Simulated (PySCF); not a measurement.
## Frontier levels across methods

Species: C₃H₉FSi₂.
Z-matrix (Å and degrees, PBE0-D3(BJ)/def2-SVP geometry), rows numbered from 1:
```
F 
C   1  1.3931
C   2  1.5223  1  108.45
C   3  1.5351  2  111.72  1    62.28
Si  4  1.9090  3  109.32  2    52.33
Si  2  1.9329  1  107.20  3   117.18
H   2  1.1036  1  107.79  3  -120.01
H   3  1.1053  2  107.93  1  -175.87
H   3  1.1038  2  109.22  1   -60.57
H   4  1.1020  3  108.92  2   -65.13
H   4  1.1006  3  111.50  2   176.92
H   5  1.4966  4  111.58  3    91.01
H   5  1.4936  4  113.18  3  -145.88
H   6  1.4914  2  111.04  1    33.40
H   6  1.4969  2  110.26  1   155.13
```

Basis pcSseg-1 throughout (PySCF), one geometry. Isolated species at its PBE0-D3(BJ)/def2-SVP geometry (one conformer only).

**Question.** How do the orbital energies, the gap and the dipole change with the method?

**Answer.** 
| method | kind | HOMO (eV) | LUMO (eV) | gap (eV) | μ (D) | SCF cycles |
| --- | --- | --- | --- | --- | --- | --- |
| BLYP | GGA | -6.28 | -0.50 | 5.78 | 1.41 | 14 |
| B97-D | GGA | -6.40 | -0.54 | 5.86 | 1.45 | 14 |
| OPBE | GGA | -6.40 | -0.60 | 5.81 | 1.44 | 15 |
| PBE | GGA | -6.42 | -0.70 | 5.73 | 1.43 | 14 |
| KT2 | GGA | -6.51 | -0.81 | 5.70 | 1.43 | 15 |
| KT3 | GGA | -6.52 | -0.69 | 5.82 | 1.40 | 14 |
| BP86 | GGA | -6.53 | -0.78 | 5.75 | 1.45 | 13 |
| LDA | LDA | -6.54 | -0.89 | 5.65 | 1.50 | 13 |
| B97-2 | global hybrid | -7.38 | 0.13 | 7.52 | 1.52 | 12 |
| B3LYP | global hybrid | -7.40 | -0.03 | 7.37 | 1.50 | 13 |
| PBE0 | global hybrid | -7.62 | 0.13 | 7.74 | 1.52 | 12 |
| mPW1PW91 | global hybrid | -7.65 | 0.14 | 7.79 | 1.53 | 12 |
| BHandHLYP | global hybrid | -8.67 | 1.01 | 9.68 | 1.61 | 12 |
| CAM-B3LYP | range-separated hybrid | -8.89 | 1.17 | 10.06 | 1.53 | 12 |
| wB97X-D | range-separated hybrid | -9.43 | 1.86 | 11.28 | 1.54 | 13 |
| LC-wPBE | range-separated hybrid | -10.19 | 2.26 | 12.45 | 1.54 | 13 |
| HF | Hartree–Fock | -10.27 | 3.21 | 13.48 | 1.73 | 10 |

The HOMO spans 3.99 eV, from BLYP down to HF, and the gap runs from 5.65 eV (LDA) to 13.48 eV (HF). Over the methods BLYP (0 %), B97-D (0 %), OPBE (0 %), PBE (0 %), KT2 (0 %), KT3 (0 %), BP86 (0 %), LDA (0 %), B97-2 (21 %), B3LYP (20 %), PBE0 (25 %), mPW1PW91 (25 %), BHandHLYP (50 %), HF (100 %), a straight line through the gap against the share of exact exchange rises by 0.78 eV for each 10 % (correlation coefficient 1.000). The dipole ranges from 1.40 D (KT3) to 1.73 D (HF). This basis has no diffuse functions.
